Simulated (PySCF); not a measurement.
An unknown gives this computed stick spectrum. Level of theory: TDDFT CAM-B3LYP/def2-SVPD, vertical, gas phase, core orbitals frozen in the response in PySCF. Geometries: PBE0-D3(BJ)/def2-SVP, one conformer each.

```json
{"state": "S1", "E (eV)": "6.21", "f": "0.013"}
{"state": "S2", "E (eV)": "6.40", "f": "0.028"}
{"state": "S3", "E (eV)": "6.75", "f": "0.048"}
{"state": "S4", "E (eV)": "7.13", "f": "0.018"}
{"state": "S5", "E (eV)": "7.20", "f": "0.027"}
{"state": "S6", "E (eV)": "7.34", "f": "0.012"}
{"state": "S7", "E (eV)": "7.44", "f": "0.183"}
{"state": "S8", "E (eV)": "7.56", "f": "0.0017"}
{"state": "S9", "E (eV)": "7.81", "f": "0.026"}
{"state": "S10", "E (eV)": "7.93", "f": "0.061"}
```

Triplets computed (Tamm–Dancoff): 5.69, 5.92, 6.09, 6.56 eV.

Question: Which structure fits? All have the formula C3H11NSi2.
A. `N[Si@H]1CCC[SiH2]1`
B. `[SiH3]/C=C/[SiH2]NC`
C. `CNC1[SiH2]C[SiH2]1`

Answer: A. Its S1, at 6.21 eV, is the highest among the candidates; the nearest of the others has S1 at 5.42 eV. S1 is HOMO-1→LUMO (65%), HOMO→LUMO (25%). Löwdin shares by element: HOMO silicon 55%, carbon 20% or more (atoms not listed hold the other 25%); LUMO silicon 42%, hydrogen 12% or more, nitrogen 11% (atoms not listed hold the other 35%). At the same level the other candidates give, for their lowest levels:
- `CNC1[SiH2]C[SiH2]1`: 5.42 eV (f 0.002); 6.27 eV (f 0.010); 6.48 eV (f 0.003); 6.66 eV (f 0.014); 6.71 eV (f 0.003); T1 5.21 eV; HOMO -7.72, LUMO 0.79 eV
- `CN[SiH2]/C=C/[SiH3]`: 5.42 eV (f 0.004); 5.93 eV (f 0.006); 6.28 eV (f 0.017); 6.71 eV (f 0.449); 6.79 eV (f 0.193); T1 4.05 eV; HOMO -8.14, LUMO 0.19 eV
